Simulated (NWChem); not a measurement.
GeSiH$_{4}$OCl$_{2}$; SMILES Cl[SiH](Cl)[O][GeH3]

```xyz
9

Si    -0.0002     1.0872    -0.6940
Cl    -1.6769     1.6986     0.3599
Cl     1.6672     1.7176     0.3634
O      0.0092    -0.5205    -0.8998
Ge     0.0029    -1.9943     0.1683
H     -0.0024     1.7584    -2.0013
H     -1.3027    -1.9739     0.9904
H      0.0530    -3.1693    -0.8253
H      1.2547    -1.9302     1.0682
```
Atoms are numbered in this order, from 1.

Results from NWChem. Pople sets run with spherical d functions. The geometry was optimised at B3LYP/6-31G* (spherical d). Level B3LYP/6-31G*: single points from the atomic guess with DIIS by default; each run changes one setting, and all converged runs end within 0.3 mHa of each other. cgmin counts macro-iterations, each dearer than a DIIS step.

Q: Which setting needs the most SCF iterations, or fails (no DIIS, 40 % damping; core-Hamiltonian guess; quadratically convergent solver (cgmin); defaults; occupation smearing of 0.005 Ha; no level shifting)?

A: no DIIS, 40 % damping, with 29 against 7 for the defaults.
| setting | SCF iterations |
|---|---|
| defaults | 7 |
| no level shifting | 7 |
| core-Hamiltonian guess | 17 |
| no DIIS, 40 % damping | 29 |
| quadratically convergent solver (cgmin) | 5 |
| occupation smearing of 0.005 Ha | 7 |
